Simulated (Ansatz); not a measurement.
Stepwise reaction of `[OH][In]([OH])[Br]` with ammonia, as a gas-phase model of exchange steps in deposition or etching. ΔE in kJ/mol.

Calculated with Ansatz (gas phase, PBE0-D4/def2-TZVP geometries, no zero-point term in ΔE). CBS: MP2 limit from def2 TZ/QZ plus the TZ coupled-cluster correction, frozen cores. This one scheme is used for every species. DFT in def2-TZVPP. B3LYP here is the variant with VWN-RPA as its local correlation; programs differ in this. def2 core potentials past Kr. For Br, In outer-core shells are correlated without core-valence functions, which leaves a few kJ/mol of doubt a bond. Scalar relativity is left out up to krypton. One conformer a species, not always the lowest.

```csv
step,reaction,PBE-D4,B3LYP-D4,ωB97M-V,CCSD(T)/CBS
1,`[OH][In]([OH])[Br]` + NH₃ → `[NH2][In]([OH])[Br]` + H₂O,14.0,14.2,12.5,9.8
```

Give the row of step 2, `[NH2][In]([OH])[Br]` + NH₃ → `[NH2][In]([NH2])[Br]` + H₂O. (An estimate is asked.)

Ansatz gave: 
| step | reaction | PBE-D4 | B3LYP-D4 | ωB97M-V | CCSD(T)/CBS |
| --- | --- | --- | --- | --- | --- |
| 2 | `[NH2][In]([OH])[Br]` + NH₃ → `[NH2][In]([NH2])[Br]` + H₂O | 22.6 | 22.5 | 20.5 | 17.1 |

By hand: ΔE of the 2 steps together at CCSD(T)/CBS.

(9.8) + (17.1) = 26.9 kJ/mol, or 13.5 kJ/mol a step.

In ΔE each step is higher than the one before. All are uphill at CCSD(T)/CBS. PBE-D4 differs from CCSD(T)/CBS by 4.2 to 5.5 kJ/mol a step. Isolated molecules leave out the surface, adducts and barriers. Largest T1 diagnostic: 0.014.
